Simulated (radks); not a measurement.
Question: Neutral xenon, [Xe]. Method: non-relativistic Kohn-Sham, exchange-only B88, spin-polarised, spherical densities, point nucleus; computed with a radial shooting solver on a logarithmic mesh with Libxc functionals. Every spin shell is full or empty, so the densities are truly spherical. Functionals are evaluated on that one density, not self-consistently. Rank these orbital-free kinetic functionals by their error against the exact value of the orbitals, and give that value: Thomas-Fermi, von Weizsacker, TF + vW, TF + vW/9, TF + vW/5, revAPBEK, Perdew 92, Pearson, LKT, PG1, DePristo-Kress, Ernzerhof.

Answer: Exact: 7232.12 hartree. From best to worst, with 100 (|E| - |E exact|)/|E exact| (equal figures are ties): DePristo-Kress -0.12, revAPBEK +0.27, Ernzerhof -0.42, Perdew 92 -0.68, TF + vW/9 -0.69, Pearson -0.91, TF + vW/5 +2.91, Thomas-Fermi -5.19, PG1 +14.59, LKT +18.61, TF + vW +35.33, von Weizsacker -59.49.
